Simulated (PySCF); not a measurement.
Sn(H)(F)2(vinyl) (C2H4F2Sn), SMILES C=[CH][SnH]([F])[F]. The structure is a stationary point at PBE-D3(BJ)/def2-SVP. The structure was generated by enumeration; whether it is a known compound was not checked. The def2 effective core potentials stand for the cores of Sn; spin–orbit coupling is left out. Other conformers were not sampled.

Q: Give the equilibrium geometry at PBE-D3(BJ)/def2-SVP (PySCF confirms it by a frequency run) as bond lengths and angles, and its point group. (An estimate is asked for; the answer gives what the named calculation found.)

A: Several could match; the one computed here: point group Cs.
Atoms: Sn1 F2 F3 C4 C5 H6 H7 H8 H9. Bonds (Å): Sn1–F2 1.956, Sn1–F3 1.956, Sn1–C4 2.135, Sn1–H6 1.725, C4–C5 1.344, C4–H7 1.103, C5–H8 1.104, C5–H9 1.105. Bond angles (°): F2–Sn1–F3 102.1, F2–Sn1–C4 109.3, F2–Sn1–H6 107.8, F3–Sn1–C4 109.3, F3–Sn1–H6 107.8, C4–Sn1–H6 119.1, Sn1–C4–C5 120.7, Sn1–C4–H7 117.9, C5–C4–H7 121.4, C4–C5–H8 122.7, C4–C5–H9 121.5, H8–C5–H9 115.8.
Charge 0, spin multiplicity 1.
